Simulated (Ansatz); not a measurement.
Geometry optimisation, Ansatz, RKS PBE/def2-SVP.

Input:

```yaml
crystal:
  periodic: [false, false, false]
  atoms:
    - { symbol: Hf, position_ang: [-0.206362, -0.203032, -0.030413] }
    - { symbol: F, position_ang: [-0.327885, 0.023928, 1.914872] }
    - { symbol: O, position_ang: [1.567366, -0.535236, -0.76006] }
    - { symbol: Si, position_ang: [3.06827, -1.042936, -1.331975] }
    - { symbol: H, position_ang: [2.898997, -2.307134, -2.124003] }
    - { symbol: H, position_ang: [3.646355, 0.030017, -2.211542] }
    - { symbol: H, position_ang: [3.990228, -1.29368, -0.171072] }
    - { symbol: "N", position_ang: [-0.644524, 1.625916, -0.756547] }
    - { symbol: H, position_ang: [-1.450568, 2.187255, -0.451355] }
    - { symbol: H, position_ang: [-0.142116, 2.131707, -1.496594] }
    - { symbol: Cl, position_ang: [-1.923885, -1.666154, -0.832437] }
    - { symbol: P, position_ang: [0.810118, -3.26953, 1.921297] }
    - { symbol: H, position_ang: [-0.17157, -3.352668, 0.869063] }
    - { symbol: H, position_ang: [1.863989, -2.885279, 1.016357] }
    - { symbol: H, position_ang: [0.468588, -1.918973, 2.242008] }
basis:
  gaussian: { orbitals: def2-SVP }
hamiltonian:
  xc: pbe
relax:
  f_tol: 0.03
  max_steps: 50
output:
  orbitals: {}
```

Command:

```bash
$ ansatz run input.yaml --threads 4 --pin off --max-ram 5120MiB --backend cpu --events-out ev --progress --plain --runs-dir out
```

**Question.** Where does it end, and by what steps?

**Answer.** The forces met the threshold. The force dipped under the threshold on the way, but the program's further checks kept it going. After 9 steps the energy has fallen by 0.075 eV; H15 moved furthest, 0.58 Å.

| step | energy less start (eV) | largest force component (eV/Å) | accepted |
| --- | --- | --- | --- |
| 0 | 0.0000 | 0.545 | yes |
| 1 | -0.0565 | 0.143 | yes |
| 2 | -0.0683 | 0.102 | yes |
| 3 | -0.0709 | 0.098 | yes |
| 4 | -0.0725 | 0.091 | yes |
| 5 | -0.0738 | 0.046 | yes |
| 6 | -0.0743 | 0.018 | yes |
| 7 | -0.0750 | 0.056 | yes |
| 8 | -0.0752 | 0.034 | yes |
| 9 | -0.0753 | 0.006 | yes |

```xyz
15
Properties=species:S:1:pos:R:3
Hf -0.231 -0.047 -0.101
F -0.344 0.157 1.814
O 1.532 -0.475 -0.806
Si 3.043 -0.991 -1.339
H 2.890 -2.263 -2.125
H 3.644 0.072 -2.215
H 3.942 -1.234 -0.158
N -0.684 1.767 -0.873
H -1.367 2.426 -0.480
H -0.299 2.173 -1.734
Cl -1.858 -1.621 -0.872
P 0.853 -3.619 1.970
H -0.165 -3.397 0.974
H 1.891 -3.071 1.133
H 0.600 -2.353 2.609
```

Whether the end is a true minimum wasn't checked by a vibrational analysis.

Time of the run: 44 s on 4 threads of Arm Neoverse V1, on a shared host, peak memory 0.29 GiB.
